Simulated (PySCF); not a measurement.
# LaOCl: from structure and modes to constants

All numbers come from PBE0/[La def2-TZVP with ECP46, O def2-TZVP, Cl def2-TZVP], scalar-relativistic core potentials, density fitting, no spin–orbit coupling, PySCF.

The singlet minimum has Cs symmetry. Masses (u): La 138.90635, O 15.99492, Cl 34.96885.

```xyz
3
charge 0 multiplicity 1, angstrom
La   -0.2714    0.0000   -0.3664
O    -1.8799    0.0000    0.6719
Cl    1.9349    0.0000    1.1312
```

Harmonic wavenumbers (cm⁻¹): 128.4 (a', ×1), 298.5 (a', ×1), 804.3 (a', ×1).

Task: What is the harmonic zero-point energy?

Result: Half the sum of all 3 wavenumbers, 1231/2 = 616 cm⁻¹, which is 7.4 kJ/mol (1 cm⁻¹ = 0.0119627 kJ/mol).

Task: Give the standard entropy (298.15 K, 1 bar) by its translational, rotational, vibrational and spin parts, and Cp.

Result: Sackur–Tetrode with M = 189.87 u gives 174.3; rotation with symmetry number 1 gives 109.6; vibration 19.2; spin R ln 1 = 0.0. The total is 303.2 J/(mol K), and Cp = 4 R + 17.8 = 51.0 J/(mol K).

This need not be the most stable arrangement of these atoms.
